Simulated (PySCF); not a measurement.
trans-(1R,2R)-1-chloro-2-fluorocyclopropane (C₃H₄ClF), SMILES F[C@@H]1C[C@H]1Cl. Atoms are numbered in the order given.

```xyz
9

F     -0.8850     1.9517     0.6458
C     -0.6344     0.8828    -0.1436
C     -1.3289    -0.4023     0.1572
C      0.1396    -0.2442     0.4381
Cl     1.3255    -1.0906    -0.5388
H     -0.4498     1.1582    -1.1872
H     -1.9896    -0.4281     1.0280
H     -1.6324    -1.0282    -0.6856
H      0.4455    -0.1448     1.4827
```
Charge 0, spin multiplicity 1.

The structure is a stationary point at PBE0-D3(BJ)/def2-SVP.

Two levels are set side by side: PBE/pcSseg-1 (PySCF) and KT2/pcSseg-1 (PySCF). GIAO shifts against CFCl3 (¹⁹F), HCl (³⁵Cl), TMS (¹H), TMS (¹³C) at the same level; non-relativistic, no solvent, atoms listed together averaged. Without spin–orbit terms, shifts of atoms bonded to Cl or Br come out too high at both levels. Differences are taken from unrounded values.

| quantity | KT2 | PBE | PBE minus KT2 |
|---|---|---|---|
| δ(¹⁹F) of F1 (ppm) | -252.3 | -246.9 | 5.4 |
| δ(¹³C) of C2 (ppm) | 77.4 | 80.2 | 2.8 |
| δ(¹³C) of C3 (ppm) | 21.5 | 22.1 | 0.6 |
| δ(¹³C) of C4 (ppm) | 38.4 | 40.2 | 1.8 |
| δ(³⁵Cl) of Cl5 (ppm) | 135.7 | 141.6 | 5.9 |
| δ(¹H) of H6 (ppm) | 4.56 | 4.56 | 0.00 |
| δ(¹H) of H9 (ppm) | 3.31 | 3.27 | -0.03 |

Rough cost on one machine, each run with all the roots and properties that it gave: KT2 against PBE within a factor of 2.
